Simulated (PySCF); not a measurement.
**Yb⁵⁸⁺: ionisation energy**

Yb⁵⁸⁺ [Ne] 3s2 → Yb⁵⁹⁺ [Ne] 3s1 [3s1/2^1, M_J = 1/2], as a difference of total energies. Computed with PySCF 2.14 in an uncontracted even-tempered set (18 s from 18 bohr⁻², ratio 2.4; 14 p from 23 bohr⁻², ratio 2.4; 4 d from 74 bohr⁻², ratio 2.6; 4 f from 110 bohr⁻², ratio 2.6), with the two-component X2C-1e Hamiltonian. Correlated levels: 1s2 frozen; the 54 highest virtual spinors dropped. "Screened" scales the spin-orbit matrix elements by Boettger's factors to mimic the two-electron term; Breit and QED terms are absent.

```
                    method  ionisation energy (eV)
           GHF (spin-free)                  6116.4
 GHF (screened spin-orbit)                  6115.9
GMP2 (screened spin-orbit)                  6119.7
```

How much does correlation contribute at GMP2 (screened spin-orbit)?

6119.7 − (6115.9) = 3.8 eV, measured against GHF (screened spin-orbit).

Breit and QED terms and the two-electron picture change are absent.

For comparison: 6111 ± 6 eV (theoretical estimate listed by NIST; NIST Atomic Spectra Database, ionization energies).
